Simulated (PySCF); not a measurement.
Mn(CO)5(H), C5HMnO5, SMILES [C-](->[MnH](<-[C-]#[O+])(<-[C-]#[O+])(<-[C-]#[O+])<-[C-]#[O+])#[O+], singlet (CAM-B3LYP/def2-SVP optimised geometry):

```
12

Mn    -0.059     0.700     0.000
O     -0.454    -2.254    -0.005
C     -0.302    -1.125    -0.003
O      0.002     1.148    -2.949
C     -0.026     0.941    -1.832
O      2.924     0.760     0.000
C      1.789     0.700     0.000
O     -2.924     1.531     0.000
C     -1.844     1.178     0.000
O     -0.001     1.137     2.951
C     -0.028     0.933     1.833
H      0.144     2.254     0.005
```

Calculation: PySCF with CAM-B3LYP/def2-TZVP.

Problem. What are the frontier orbital energies and the dipole moment?

Solution. HOMO-2 -9.36 eV, HOMO-1 -9.04 eV, HOMO -9.04 eV, LUMO 0.10 eV, LUMO+1 0.10 eV; dipole moment 0.22 D.

On the same geometry PBE/def2-TZVP in PySCF gives HOMO-2 -6.99 eV, HOMO-1 -6.54 eV, HOMO -6.54 eV, LUMO -2.15 eV, LUMO+1 -2.14 eV; dipole moment 0.10 D.

Meta-Löwdin charges at CAM-B3LYP/def2-TZVP: Mn1 0.44, O2 -0.22, C3 0.14, O4 -0.21, C5 0.17, O6 -0.21, C7 0.17, O8 -0.21, C9 0.17, O10 -0.21, C11 0.17, H12 -0.20.
